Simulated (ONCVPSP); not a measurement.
# What one change does to a pseudopotential (bromine, ONCV)

ONCVPSP 4.0.1 input, shortened (lines: element, Z, core and valence counts, functional; n l f; lmax; l rc ep ncon nbas qcut; lloc lpopt rc5 dvloc0; l nproj debl; icmod fcfact rcfact), PBE, non-relativistic:

```
  Br 35.00    3    5        4      upf
    1    0    2.00
    2    0    2.00
    2    1    6.00
    3    0    2.00
    3    1    6.00
    3    2   10.00
    4    0    2.00
    4    1    4.50
    2
    0    0.95    0.00    3    6   12.00
    1    1.10    0.00    4    9   12.60
    2    1.15    0.00    4    9   13.10
    4    1    0.95    6.00
    0    2    0.30
    1    2    2.00
    2    3    3.40
    2    0.25    0.80
```

Change: p: qcut 9.3.

Cutoffs: the cutoffs (Ha) at which the residual kinetic energy of the hardest occupied pseudo-wave falls to 1 and 0.1 mHa per electron; they do not see the model core or the augmentation charge, which bear on the density cutoff. Errors are all-electron minus pseudo energies relative to the spin-unpolarised reference configuration.

**Question.** What does the change do?

**Answer.** The potential gets harder (75 Ha and 83 Ha → 101 Ha and 225 Ha); of the 4 tests that both files solve, the error grows in 1 and shrinks in 0 by more than 15 % and 0.3 meV (median size 0.2 → 0.1 meV); neither file shows a bound ghost.

| quantity | base | changed |
| --- | --- | --- |
| cutoff, loose | 75 Ha | 101 Ha |
| cutoff, tight | 83 Ha | 225 Ha |
| loose cutoff by channel | s 52 Ha, p 62 Ha, d 75 Ha | s 52 Ha, p 101 Ha, d 75 Ha |
| bound ghosts | none | none |
| GHOST(+) flags under 300 eV | none | none |
| error for 3s2 3p6 3d10 4s2 4p5, meV [ΔE -5.09 eV] | 0.0 | 0.0 |
| error for 3s2 3p6 3d10 4s2 4p4, meV [ΔE 7.49 eV] | 0.0 | 0.0 |
| error for 3s2 3p6 3d10 4s2 4p3, meV [ΔE 30.25 eV] | -0.3 | -0.1 |
| error for 3s2 3p6 3d10 4s1 4p5, meV [ΔE 19.69 eV] | -2.0 | -2.7 |
| s: phases at 0.97 bohr within 0.05 rad from the reference energy up to (Ha; the scan ends near 5) | to the end of the scan | to the end of the scan |
| p: phases at 1.11 bohr within 0.05 rad from the reference energy up to (Ha; the scan ends near 5) | to the end of the scan | to the end of the scan |
| d: phases at 1.17 bohr within 0.05 rad from the reference energy up to (Ha; the scan ends near 5) | to the end of the scan | to the end of the scan |
| rms error of d²Exc/dni dnj with the model core, mHa | 1.28 | 1.63 |
